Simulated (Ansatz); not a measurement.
BeF2 (SMILES [F][Be][F]) moved off its minimum; all values from Ansatz (a first-principles code), cores frozen in correlated methods.
(charge 0, multiplicity 1)
```xyz
3

Be     0.0130    -0.0446     0.0272
F      0.0451     0.1299    -1.4956
F      0.0736     0.0832     1.3375
```

| level | largest force (eV/Å) | on atom | rms difference from CCSD(T)/aug-cc-pVTZ (eV/Å) | dipole (D) |
|---|---|---|---|---|
| HF/def2-TZVPP | 5.74 | Be1 | 0.335 | 1.34 |
| PBE/def2-TZVPP | 5.74 | Be1 | 0.118 | 1.13 |
| r2SCAN/def2-TZVPP | 5.74 | Be1 | 0.051 | 1.18 |
| B3LYP/def2-TZVPP | 5.70 | Be1 | 0.072 | 1.20 |
| wB97M-V/def2-TZVPP | 5.74 | Be1 | 0.039 | 1.20 |
| MP2/aug-cc-pVTZ | 5.86 | Be1 | 0.059 | 1.22 |
| CCSD(T)/aug-cc-pVTZ | 5.83 | Be1 | 0.000 | 1.22 |

The differences count from one level among others, with limits of its own. Forces at CCSD(T)/aug-cc-pVTZ (eV/Å):

```
atom      Fx      Fy      Fz
----  ------  ------  ------
Be1    0.087   0.555  -5.805
F2    -0.132  -0.572   3.266
F3     0.044   0.018   2.539
```
